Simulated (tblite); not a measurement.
Compound: C₆H₁₁FSi₂.
Geometry (GFN2-xTB, Å), atoms numbered from 1 in this order:
```xyz
20
C6H11FSi2 angstrom
C     -3.008   -0.713    0.864
C     -2.040   -0.691   -0.033
C     -0.642   -0.253    0.235
Si    -0.353    1.487   -0.517
C      1.473    1.895   -0.288
C      2.433    1.011   -0.013
Si     2.175   -0.840    0.204
C      0.376   -1.234   -0.336
F      0.328   -1.181   -1.733
H     -4.011   -1.021    0.619
H     -2.836   -0.419    1.887
H     -2.233   -0.990   -1.055
H     -0.481   -0.206    1.317
H     -0.705    1.501   -1.938
H     -1.176    2.449    0.227
H      1.745    2.939   -0.407
H      3.455    1.364    0.092
H      3.093   -1.594   -0.653
H      2.311   -1.229    1.614
H      0.092   -2.266   -0.090
```

All values are computed: GFN2-xTB (tblite) harmonic vibrations without scaling, gas phase. The method is semi-empirical: single wavenumbers can be off by several per cent or more. Modes of hydrogen on silicon can be 10 to 20 % off. One conformer, not necessarily the lowest.

Harmonic wavenumbers (cm⁻¹): 54.2, 64.2, 79.3, 151.3, 208.1, 224.9, 244.8, 265.4, 344.6, 366.5, 445.3, 467.3, 493.8, 545.0, 567.7, 568.2, 620.4, 639.6, 665.6, 692.5, 715.3, 747.3, 760.2, 771.7, 773.0, 808.6, 879.7, 947.3, 956.9, 965.6, 1025.0, 1067.6, 1091.3, 1168.4, 1184.9, 1217.9, 1250.8, 1294.9, 1309.4, 1327.7, 1419.1, 1622.9, 1704.7, 2215.8, 2224.4, 2260.0, 2265.6, 2882.8, 2932.1, 2983.8, 3005.1, 3060.3, 3092.6, 3121.3.

A = 1679, B = 934.0, C = 744.9 MHz; mass 158.038 u (most abundant isotopes); point group C1, symmetry number 1.

Question: Zero-point energy?

Answer: Half the sum of the wavenumbers: 31381 cm⁻¹ = 375.41 kJ/mol.

Question: Entropy at 298.15 K, 1 bar (ideal gas, RRHO, classical rotation)?

Answer: Translation 172.00, rotation 125.52, vibration 137.64: S = 435.2 J/(mol K).

Question: And Cp and H(298.15 K) − H(0)?

Answer: Cp = 190.39 J/(mol K), of which vibrations give 157.14 (their classical limit is 54 R = 449.0); H(298.15 K) − H(0) = 32.35 kJ/mol without the zero-point energy, 22.44 from vibrations.

Question: How do the functions run with temperature in this model?

Answer: 
```tsv
T (K)	S (J/(mol K))	Cp (J/(mol K))	H − H(0) (kJ/mol)	G − H(0) (kJ/mol)	ln q(vib)
100	298.2	80.8	5.54	-24.28	1.79
200	370.6	135.7	16.30	-57.82	4.58
300	436.3	191.4	32.70	-98.20	7.56
500	555.4	275.4	80.02	-197.66	13.70
800	702.4	348.8	174.73	-387.18	22.48
1000	783.7	379.5	247.73	-535.98	27.84
```

q(vib) and H(0) count from the zero-point level.

Question: What must be added to the electronic energy to get the Gibbs energy at 298.15 K and 1 bar?

Answer: ZPE + [H(298.15 K) − H(0)] − T·S = 375.41 + 32.35 − 129.74 = 278.02 kJ/mol.

Question: Which modes carry the vibrational entropy at 298.15 K?

Answer: 54.2 cm⁻¹: 19.49; 64.2 cm⁻¹: 18.09; 79.3 cm⁻¹: 16.35; 151.3 cm⁻¹: 11.11; 208.1 cm⁻¹: 8.62; 224.9 cm⁻¹: 8.03 J/(mol K); the other 48 give 55.95 together.

Question: Blend soft modes into free rotors: weight 1/[1 + (100 cm⁻¹/ν̃)⁴] for the oscillator and the rest for a rotor with moment μB/(μ + B), μ = h/(8π²ν), B = 10⁻⁴⁴ kg m². What vibrational entropy results?

Answer: 126.89 J/(mol K) in place of 137.64, which changes −T·S at 298.15 K by +3.21 kJ/mol.

Hindered rotation and anharmonicity are outside this model. Other conformers, if any are populated, would add a mixing term that is left out. The structure is chiral; the term R ln 2 for an equal mix with its mirror image is left out.

Time: 1.0 s. Hardware: one thread of an Arm Neoverse V1, no GPU, shared host. This covers the Hessian and the dipole derivatives.
